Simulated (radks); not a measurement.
Ionisation of the cobalt ion Co3+, [Ar] 3d6, to [Ar] 3d5 as the strength of local exchange is varied. Calculated with a radial shooting solver on a logarithmic mesh with Libxc functionals: non-relativistic Kohn-Sham, Slater X-alpha exchange (alpha = 2/3 is LDA exchange), no correlation, spin-polarised, spherical densities, point nucleus; open shells are filled with parallel spins first.

[
 {"alpha": "0.557", "E(Co3+) (hartree)": "-1367.04162", "exchange (hartree)": "-44.34233", "IE (eV)": "48.119", "-e of the level emptied (eV)": "38.761 (3d)", "<r> of it (bohr)": "0.9804"},
 {"alpha": "0.664", "E(Co3+) (hartree)": "-1375.58555", "exchange (hartree)": "-53.17989", "IE (eV)": "50.447", "-e of the level emptied (eV)": "40.942 (3d)", "<r> of it (bohr)": "0.9600"},
 {"alpha": "0.667", "E(Co3+) (hartree)": "-1375.82584", "exchange (hartree)": "-53.42914", "IE (eV)": "50.513", "-e of the level emptied (eV)": "41.005 (3d)", "<r> of it (bohr)": "0.9595"},
 {"alpha": "0.877", "E(Co3+) (hartree)": "-1392.74634", "exchange (hartree)": "-71.07473", "IE (eV)": "55.345", "-e of the level emptied (eV)": "45.577 (3d)", "<r> of it (bohr)": "0.9229"},
 {"alpha": "0.93", "E(Co3+) (hartree)": "-1397.04788", "exchange (hartree)": "-75.58964", "IE (eV)": "56.617", "-e of the level emptied (eV)": "46.789 (3d)", "<r> of it (bohr)": "0.9143"},
 {"alpha": "1.022", "E(Co3+) (hartree)": "-1404.54439", "exchange (hartree)": "-83.48543", "IE (eV)": "58.876", "-e of the level emptied (eV)": "48.949 (3d)", "<r> of it (bohr)": "0.8999"}
]

NIST Atomic Spectra Database: 51.3 eV (semi-empirical). The Delta-SCF value meets it near alpha = 0.70. Open shells are spherical and high-spin; term and fine-structure splittings are not resolved.
